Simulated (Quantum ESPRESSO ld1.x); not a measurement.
The europium ion Eu22+, 41 electrons, occupied as [Kr] 4d5. Method: scalar-relativistic Kohn-Sham, LDA (Slater exchange, Perdew-Zunger correlation), spin-polarised, spherical densities, point nucleus; open shells are filled with parallel spins first; computed with ld1.x of Quantum ESPRESSO 7.5.

Unscreened Slater integrals over Kohn-Sham orbitals (eV). They are taken over the spin-up orbitals.

integral    value
F0(4d,4d)  43.092
F2(4d,4d)  22.103
F4(4d,4d)  15.009
F0(4d,4p)  43.597
F2(4d,4p)  22.526
G1(4d,4p)  28.330
G3(4d,4p)  18.028
F0(4d,4s)  44.327
G2(4d,4s)  22.298
F0(4d,3d)  55.800
F2(4d,3d)  15.305
F4(4d,3d)  7.5083
G0(4d,3d)  4.9288
G2(4d,3d)  6.1285
G4(4d,3d)  4.7885
F0(4p,4p)  44.205
F2(4p,4p)  23.214
F0(4p,4s)  44.956
G1(4p,4s)  30.581
F0(4p,3d)  56.387
F2(4p,3d)  15.367
G1(4p,3d)  4.9731
G3(4p,3d)  4.9718
F0(4s,4s)  45.771
F0(4s,3d)  57.791
G2(4s,3d)  5.1719
F0(3d,3d)  109.95
F2(3d,3d)  55.744
F4(3d,3d)  35.792

Derived for the open shells (J is the average intra-shell exchange parameter used in DFT+U). 4d: Racah B = F2/49 - 5 F4/441 = 0.2809 eV, C = 35 F4/441 = 1.191 eV, C/B = 4.24, F4/F2 = 0.679, J = (F2 + F4)/14 = 2.651 eV.
